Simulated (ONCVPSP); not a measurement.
## What the settings do to the ONCV potential of calcium (Ca)

Base potential:

* Element: Ca (Z = 20)
* Generator: ONCVPSP 4.0.1
* Type: optimised norm-conserving Vanderbilt (ONCV)
* Functional: LDA (Perdew-Zunger)
* Relativity: scalar-relativistic
* Frozen core: [Ne]
* Valence charge: 10
* Reference configuration: 3s2 3p6 4s2
* Partial waves: 3s+4s: rc 1.50 bohr, ncon 4, nbas 7, qcut 9 1/bohr, 2 projectors; 3p: rc 1.50 bohr, ncon 4, nbas 9, qcut 9.9 1/bohr, 2 projectors, debl 2.2 Ha; d scattering state at 0.15 Ha: rc 1.30 bohr, ncon 4, nbas 7, qcut 8 1/bohr, 2 projectors, debl 0.6 Ha
* Local potential: polynomial inside 1.20 bohr (lpopt 2, dvloc0 0 Ha)
* Core correction: Teter function, fcfact 3, rcfact 1.5

In the d channel the program set the typed energies aside and used 0.050, 0.650 Ha.

Cutoffs, loose and tight: the cutoffs (Ha) at which the residual kinetic energy of the hardest occupied pseudo-wave falls to 1 and 0.1 mHa per electron. They do not see the model core or the augmentation charge, which bear on the density cutoff. Test errors are all-electron minus pseudo excitation energies from the reference, over the configurations 3s2 3p6 4s1; 3s2 3p6 4s0; 3s2 3p6 4s1.5; 3s2 3p6 3d0.5 4s1.5. A dash means not determined; rows that change the core or the reference have their own tests.

| change | outcome | cutoff, loose | cutoff, tight | bound ghosts | GHOST(+) flags above zero | largest test error (meV) |
| --- | --- | --- | --- | --- | --- | --- |
| base | generated, projector energies reset by the program | 25 Ha | 30 Ha | none | none | -0.5 |
| all radii but the core radius scaled by about 0.76 (s 1.14, p 1.14, d 1.00 bohr); local potential polynomial inside 0.92 bohr (lpopt 2, dvloc0 0 Ha) | generated, projector energies reset by the program | 30 Ha | 39 Ha | none | d | -0.4 |
| all radii but the core radius scaled by about 0.87 (s 1.30, p 1.30, d 1.12 bohr); local potential polynomial inside 1.04 bohr (lpopt 2, dvloc0 0 Ha) | generated, projector energies reset by the program | 28 Ha | 36 Ha | none | d | -0.4 |
| all radii but the core radius scaled by about 0.91 (s 1.36, p 1.36, d 1.18 bohr); local potential polynomial inside 1.08 bohr (lpopt 2, dvloc0 0 Ha) | generated, projector energies reset by the program | 27 Ha | 34 Ha | none | d | -0.4 |
| all radii but the core radius scaled by about 1.06 (s 1.58, p 1.58, d 1.38 bohr); local potential polynomial inside 1.26 bohr (lpopt 2, dvloc0 0 Ha) | generated, projector energies reset by the program | 24 Ha | 29 Ha | none | none | -0.6 |
| all radii but the core radius scaled by about 1.13 (s 1.70, p 1.70, d 1.46 bohr); local potential polynomial inside 1.36 bohr (lpopt 2, dvloc0 0 Ha) | generated, projector energies reset by the program | 22 Ha | 27 Ha | none | none | -0.8 |
| all radii but the core radius scaled by about 1.19 (s 1.78, p 1.78, d 1.54 bohr); local potential polynomial inside 1.42 bohr (lpopt 2, dvloc0 0 Ha) | generated, projector energies reset by the program | 22 Ha | 27 Ha | none | none | -0.8 |
| all radii but the core radius scaled by about 1.24 (s 1.86, p 1.86, d 1.62 bohr); local potential polynomial inside 1.48 bohr (lpopt 2, dvloc0 0 Ha) | generated, projector energies reset by the program | 21 Ha | 26 Ha | none | none | +0.9 |
| all radii but the core radius scaled by about 1.32 (s 1.98, p 1.98, d 1.72 bohr); local potential polynomial inside 1.60 bohr (lpopt 2, dvloc0 0 Ha) | generated, projector energies reset by the program | 17 Ha | 22 Ha | none | none | -1.4 |

Reading the sweep of the scale of all radii but the core radius (base = 1) (base included, trends over the rows without a ghost): The loose cutoff falls from 30 Ha at 0.76 to 17 Ha at 1.32. A larger radius leaves more room for a smooth pseudo-wave, so fewer plane waves are needed; a smaller one forces it to follow the all-electron wave where it bends sharply. The median size of the test errors (rows with all tests solved) stays near 0.3 meV.
